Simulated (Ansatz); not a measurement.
Consider the ligand exchange at a Zn–C bond: `O[CH2][ZnH]` + HBr → `[ZnH][Br]` + CH₃OH.

Gas-phase electronic energies from Ansatz, PBE0-D4/def2-TZVP geometries. CBS: MP2 limit from def2 TZ/QZ plus the TZ coupled-cluster correction, frozen cores. This one scheme is used for every species. Functionals use def2-TZVPP. For Br, Zn outer-core shells are correlated without core-valence functions, which leaves a few kJ/mol of doubt a bond. Scalar relativity is left out up to krypton. One conformer a species, not always the lowest.

CCSD(T)/CBS gives -206.0 kJ/mol.

(1) Another level gave -186.1 kJ/mol. Which?
A. PBE0/def2-TZVPP
B. PBE-D4/def2-TZVPP
C. r2SCAN0/def2-TZVPP
D. HF/def2-TZVPP

Largest T1 diagnostic among the species: 0.014.

Results:

(1) B. PBE-D4 -186.1, PBE0 -203.2, HF/def2-TZVPP -246.3, r2SCAN0 -212.3 kJ/mol.

From BLYP to BHLYP (50 % exact exchange), in def2-TZVPP and without D4, ΔE moves by −30.5 kJ/mol. In def2-TZVPP, CCSD(T) changes the Hartree–Fock value by +47.0 kJ/mol (the triples alone add +5.6 kJ/mol) and MP2 by +45.9 kJ/mol.
